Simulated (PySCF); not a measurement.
## Polarisability and C₆ of Ar+ (argon, charge +1)

[Ne] 3s2 3p4 4s1, high-spin 4P determinant (an excited configuration). All numbers are calculated (PySCF 2.14, no relativity, point nucleus, in aug-cc-pwCVTZ (8s7p5d3f, 75 functions)). Coupled (time-dependent) response in atomic units; α is the mean over directions.

```csv
method,mean α (bohr³),"α xx, yy, zz",C₆ (like pair),S(−4)
UHF,114.2,"123.2, 96.27, 123.2",901.1,15400
PBE,89.78,"96.86, 75.61, 96.86",649.7,9145
PBE0,98.49,"105.2, 85.08, 105.2",744.3,10910
BHandHLYP,91.58,"96.50, 81.73, 96.50",675.1,9285
M06-L,77.94,"80.71, 72.42, 80.71",561.0,6134
```

S(−4) is the Cauchy moment in α(ω) = α(0) + S(−4) ω² + …

α(iu) at PBE:

```csv
u (hartree),α(iu) (bohr³)
0,89.78
0.0500,71.79
0.100,45.83
0.200,20.83
0.300,12.50
0.500,6.934
0.750,4.438
1.00,3.157
1.50,1.829
2.00,1.188
3.00,0.6203
5.00,0.2679
```

A single London oscillator, α(iu) = α/(1 + u²/ω²), gives C₆ = (3/4) ω α². Matching the computed C₆ needs ω = 4 × 649.7 / (3 × 89.78²) = 0.107 hartree.

For an ion, C₆ is the dispersion term alone; charge-induced terms of lower order in 1/R come first.

The components differ because the open shell of this determinant is not spherical; for a pure term their mean is the scalar polarisability.

The outer electron is Rydberg-like, and this basis confines it to a smaller radius and binds it less than a complete one would.
